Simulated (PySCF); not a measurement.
# Electron correlation in I⁵⁺ (iodine, charge +5)

Starting occupation: [Kr] 4d10 5s2. Computed with PySCF 2.14 in x2c-TZVPPall-2c with one added diffuse shell each of s, p, d, f type (9s10p6d3f, 90 functions), with X2C-1e with screened-nucleus spin-orbit coupling, Gaussian nucleus. Frozen: [Ar] 3d10; 20 electrons correlated; the 6 highest virtual spinors left out.

MP2 pair energies summed by pair of shells (mhartree):

| pair | energy | share (%) |
| --- | --- | --- |
| 4d3/2-4d5/2 | -122.03 | 23.6 |
| 4d5/2-4d5/2 | -91.46 | 17.7 |
| 4d5/2-5s1/2 | -55.97 | 10.8 |
| 4d3/2-4d3/2 | -40.11 | 7.7 |
| 4d3/2-5s1/2 | -36.88 | 7.1 |
| 4d5/2-4p3/2 | -28.17 | 5.4 |
| 5s1/2-5s1/2 | -27.75 | 5.4 |
| 4d3/2-4p3/2 | -19.18 | 3.7 |
| 4d5/2-4p1/2 | -14.37 | 2.8 |
| 4p3/2-4p3/2 | -14.16 | 2.7 |
| 4p1/2-4p3/2 | -13.21 | 2.6 |
| 4d5/2-4s1/2 | -10.82 | 2.1 |
| 4d3/2-4p1/2 | -9.09 | 1.8 |
| 4p3/2-5s1/2 | -7.37 | 1.4 |
| 4d3/2-4s1/2 | -7.17 | 1.4 |
| 4p3/2-4s1/2 | -6.72 | 1.3 |
| 4p1/2-4p1/2 | -3.55 | 0.7 |
| 4p1/2-4s1/2 | -3.40 | 0.7 |
| 4p1/2-5s1/2 | -3.29 | 0.6 |
| 4s1/2-4s1/2 | -2.25 | 0.4 |
| 4s1/2-5s1/2 | -0.92 | 0.2 |

Total MP2 correlation energy: -517.90 mhartree.

The virtual space was cut to 102 spinors, which keep -517.77 of the -517.90 mhartree of MP2 correlation.

```csv
level,correlation energy (mhartree)
CCSD,-488.68
(T),-6.17
CCSD(T),-494.85
```

Diagnostics: T1 = 0.0039, largest double amplitude 0.080.

Cost of the coupled-cluster step: 1400 s of wall time on 4 threads of Neoverse-V1 (shared host), for 20 occupied and 102 virtual spinors.

This basis was not built for core-valence correlation, so the inner-shell part is incomplete.
